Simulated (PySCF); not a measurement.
The vertical singlet excitations below were computed for one of the candidates. Method: TDDFT PBE0/def2-SVPD, vertical, gas phase, core orbitals frozen in the response in PySCF. Geometries: GFN2-xTB, one conformer each.

```tsv
state	E (eV)	f
S1	6.68	0.0019
S2	7.06	0.011
S3	7.48	0.0096
S4	7.70	0.0044
S5	7.80	0.032
S6	7.88	0.022
S7	8.05	0.011
S8	8.11	0.013
```

Question: Which candidate is it? All have the formula C3H8OSi.
A. `[SiH3]C[C@H]1CO1`
B. `CO[C@@H]1C[SiH2]1`
C. `[SiH3]OC1CC1`

Answer: C. Its S1 lies at 6.68 eV; the nearest of the others has S1 at 7.27 eV. S1 is HOMO→LUMO (97%). Löwdin shares by element: HOMO carbon 52%, oxygen 32% (atoms not listed hold the other 17%); LUMO silicon 41%, hydrogen 33% or more (atoms not listed hold the other 27%). At the same level the other candidates give, for their lowest levels:
- `[SiH3]C[C@H]1CO1`: 7.27 eV (f 0.011); 7.75 eV (f 0.056); 7.84 eV (f 0.006); 7.98 eV (f 0.011); 8.00 eV (f 0.019); T1 7.10 eV; HOMO -7.87, LUMO 0.42 eV
- `CO[C@@H]1C[SiH2]1`: 5.66 eV (f 0.147); 5.91 eV (f 0.018); 6.14 eV (f 0.008); 6.30 eV (f 0.090); 6.79 eV (f 0.001); T1 4.42 eV; HOMO -6.37, LUMO 0.15 eV

Shape of the structure used: `[SiH3:1][O:2][CH:3]1[CH2:4][CH2:5]1`: Si1–O2–C3–C4 -143°.
Triplets come from the Tamm–Dancoff approximation.

Without π bonds the low states are Rydberg-like; a valence basis with one diffuse set may place them up to an eV too high.
